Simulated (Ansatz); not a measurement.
## Ansatz (development build ahead of 0.2.0) run

```yaml
crystal:
  periodic: [false, false, false]
  atoms:
    - { symbol: Ni, position_ang: [0.0, 0.0, 0.0] }
    - { symbol: "N", position_ang: [0.0, 0.0, 1.62] }
basis:
  gaussian: { orbitals: def2-SVP }
magnetization:
  spin_polarized: true
  initial_magnetization: 1
hamiltonian:
  xc: pbe0
scf:
  omitted_lower_state_checks: [stability, starts, atomic_configurations, cluster_reference, orbital_swaps, given_window_search, neighbouring_geometries, increment]
output:
  forces: true
```

The input is written out in the form of the current development build from the run's settings.

Output:

```json
{"Converged": "yes", "Total energy": "-1562.34237 hartree", "Spin squared of the determinant": "1.314"}
```

Forces (eV/Å):
| atom | Fx | Fy | Fz |
| --- | --- | --- | --- |
| Ni1 | 0.000 | 0.000 | -0.470 |
| N2 | 0.000 | 0.000 | 0.470 |

This is not the lowest solution: another run reaches a determinant 0.23 eV lower. Caution: another spin multiplicity may lie lower; the unrestricted determinant is spin contaminated.
